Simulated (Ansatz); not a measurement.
W(O)2(OH)(NH2) (H3NO3W), SMILES [NH2][W](=[O])(=[O])[OH], multiplicity 1.

Geometry: B3LYP-D3(BJ)/def2-SVP. The geometry has at least one imaginary mode, so it is a saddle point at that level. The multiplicity is an assumed one; no other spin state was optimised. The structure was generated by enumeration; whether it is a known compound was not checked. The def2 effective core potentials stand for the cores of W; spin–orbit coupling is left out. One conformer was computed; it need not be the lowest.

Two levels are set side by side: PBE/def2-SVPD (Ansatz, a program for electronic structure) and CAM-B3LYP/def2-SVPD (Ansatz). Energy differences of separate SCF runs at the same geometry; the states with an electron removed or added have multiplicity 2 and 2. Differences are taken from unrounded values.

| quantity | CAM-B3LYP |
|---|---|
| vertical ionisation energy (eV) | 10.90 |
| vertical singlet–triplet gap (eV) | 4.66 |

Q: What does PBE give, and how far is it from CAM-B3LYP? (The exact figures need the calculation; the answer reports its results.)

A: 
```
quantity                             PBE  PBE minus CAM-B3LYP
---------------------------------  -----  -------------------
vertical ionisation energy (eV)    10.29                -0.61
vertical singlet–triplet gap (eV)   4.74                 0.08
```
